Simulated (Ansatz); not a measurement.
The cluster Si₄H₈, 12 atoms. Hardware: 4 threads of Arm Neoverse V1 on a shared host.

Correlated methods freeze 20 core orbitals.

(1) How many basis functions does each of these Ansatz runs have, and roughly what does it cost? CAM-B3LYP-D4/def2-TZVP, charge 0 singlet, energy, from earlier orbitals; PBE-D4/def2-TZVP, charge 0 triplet at the geometry of the charge 0 singlet, energy, from earlier orbitals; r2SCAN-D4/def2-SVPD, charge -1 doublet, relaxation, 10 steps; PBE0-D4/def2-TZVP, charge 0 singlet, energy, from earlier orbitals; CCSD(T)/def2-TZVP, charge 0 singlet, energy, from earlier orbitals; PBE-D4/def2-TZVP, charge 0 singlet, energy and forces, from earlier orbitals; PBE0-D4/def2-TZVP, charge 0 triplet at the geometry of the charge 0 singlet, energy; r2SCAN-D4/def2-SVP, charge 0 singlet, relaxation, 4 steps; r2SCAN-D4/def2-TZVPD, charge -1 doublet at the geometry of the charge 0 singlet, energy, from earlier orbitals; r2SCAN-D4/def2-TZVPD, charge 0 singlet, energy, from earlier orbitals; PBE0-D4/def2-SVP, charge -1 doublet at the geometry of the charge 0 singlet, energy with a search over starts; r2SCAN-D4/def2-TZVP, charge 0 triplet at the geometry of the charge 0 singlet, energy, from earlier orbitals.

## Answers

(1) Other jobs shared the machine, so times can vary by a factor of up to 3. A dash marks memory too small to be measured apart from the calling script's.

| run | functions | fitting or Cholesky vectors | wall time | peak host memory (GiB) |
| --- | --- | --- | --- | --- |
| PBE-D4/def2-TZVP, charge 0 singlet, energy and forces, from earlier orbitals | 196 | 1360 | 2.5 s | – |
| PBE0-D4/def2-TZVP, charge 0 singlet, energy, from earlier orbitals | 196 | 1424 | 2.9 s | 0.55 |
| CAM-B3LYP-D4/def2-TZVP, charge 0 singlet, energy, from earlier orbitals | 196 | 1396 | 3.3 s | 0.62 |
| PBE0-D4/def2-SVP, charge -1 doublet at the geometry of the charge 0 singlet, energy with a search over starts | 112 | 1088 | 3.5 s | – |
| PBE-D4/def2-TZVP, charge 0 triplet at the geometry of the charge 0 singlet, energy, from earlier orbitals | 196 | 1360 | 4.5 s | – |
| r2SCAN-D4/def2-TZVPD, charge 0 singlet, energy, from earlier orbitals | 244 | 1508 | 6.5 s | – |
| r2SCAN-D4/def2-SVP, charge 0 singlet, relaxation, 4 steps | 112 | 1248 | 7 s | – |
| r2SCAN-D4/def2-TZVPD, charge -1 doublet at the geometry of the charge 0 singlet, energy, from earlier orbitals | 244 | 1508 | 18 s | 0.55 |
| PBE0-D4/def2-TZVP, charge 0 triplet at the geometry of the charge 0 singlet, energy | 196 | 1424 | 23 s | 1.1 |
| r2SCAN-D4/def2-TZVP, charge 0 triplet at the geometry of the charge 0 singlet, energy, from earlier orbitals | 196 | 1360 | 25 s | 0.63 |
| CCSD(T)/def2-TZVP, charge 0 singlet, energy, from earlier orbitals | 196 | 1285 | 31 s | 2 |
| r2SCAN-D4/def2-SVPD, charge -1 doublet, relaxation, 10 steps | 160 | 1424 | 53 s | – |
